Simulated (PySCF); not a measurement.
AlFH₄O₂Si, SMILES [SiH3][O][Al]([OH])[F].

Geometry: PBE0-D3(BJ)/def2-SVP. The structure was generated by enumeration; whether it is a known compound was not checked. Other conformers were not sampled.

Calculation: PBE0-D3(BJ)/def2-SVP (PySCF 2.14.0).

Frequencies are harmonic and unscaled.

A small imaginary wavenumber (i) marks a very flat motion, where grid noise or a shallow saddle decides the sign.

Computed vibrational spectrum:
```tsv
mode	ν (cm⁻¹)	IR (km/mol)	moving atoms (share of kinetic energy)
1	18i	0.0	H 93 %
2	37	1.5	O 51 %, Si 17 %, F 14 %, H 13 %
3	69	1.1	O 67 %, H 14 %, Si 9 %
4	222	47.5	F 37 %, O 34 %, H 12 %, Si 12 %
5	255	17.5	O 57 %, F 22 %, Al 15 %
6	297	59.7	Al 63 %, O 19 %, F 9 %
7	353	167.3	H 85 %, O 12 %
8	511	20.0	Si 36 %, Al 22 %, H 16 %, F 13 %, O 13 %
9	584	136.7	H 68 %, O 26 %
10	736	66.3	H 84 %, Si 9 %
11	740	70.9	H 84 %, Si 9 %
12	845	85.6	Al 34 %, F 31 %, O 22 %, H 10 %
13	951	51.6	H 93 %
14	953	85.9	H 96 %
15	965	169.5	Al 48 %, O 27 %, F 18 %
16	1002	353.5	H 84 %, Si 13 %
17	1176	535.5	O 75 %, Al 15 %
18	2233	161.3	H 96 %
19	2234	160.8	H 96 %
20	2237	73.8	H 99 %
21	3990	126.7	H 94 %
```
